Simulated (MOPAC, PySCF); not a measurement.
H3BOS2, SMILES `OB(S)S`, neutral singlet in the gas phase. 

Z-matrix (Å, degrees):
```
B
O 1 1.3706
H 2 0.9720 1 113.96
S 1 1.8193 2 119.36 3 -180.00
H 4 1.3549 1 95.03 2 0.00
S 1 1.8303 2 120.45 3 0.00
H 6 1.3522 1 96.75 2 -180.00
```
Charge 0, spin multiplicity 1.

All levels are single points at this geometry (PBE-D3(BJ)/def2-TZVP); Pople sets use spherical d functions. Orbital energies aren't observables, and empty levels follow the basis.

PBE-D3(BJ)/def2-TZVP in PySCF gives HOMO (eV) = -6.23.

Q: Estimate the HOMO (eV) from each of these levels: B3LYP/3-21G in PySCF; B3LYP/6-311+G** in PySCF; B3LYP/LANL2DZ in PySCF; BP86/6-31G* in PySCF; M06-2X/6-31G* in PySCF; PBE/6-31G* in PySCF; SVWN5/6-31G* in PySCF; HF/3-21G in PySCF; HF/6-31G* in PySCF; PM3 in MOPAC; PM6 in MOPAC; PM7 in MOPAC.

A: 
```csv
level,HOMO (eV)
B3LYP/3-21G in PySCF,-7.20
B3LYP/6-311+G** in PySCF,-7.25
B3LYP/LANL2DZ in PySCF,-7.30
BP86/6-31G* in PySCF,-6.21
M06-2X/6-31G* in PySCF,-8.50
PBE/6-31G* in PySCF,-6.11
SVWN5/6-31G* in PySCF,-6.19
HF/3-21G in PySCF,-10.48
HF/6-31G* in PySCF,-10.21
PM3 in MOPAC,-9.60
PM6 in MOPAC,-9.43
PM7 in MOPAC,-9.21
```
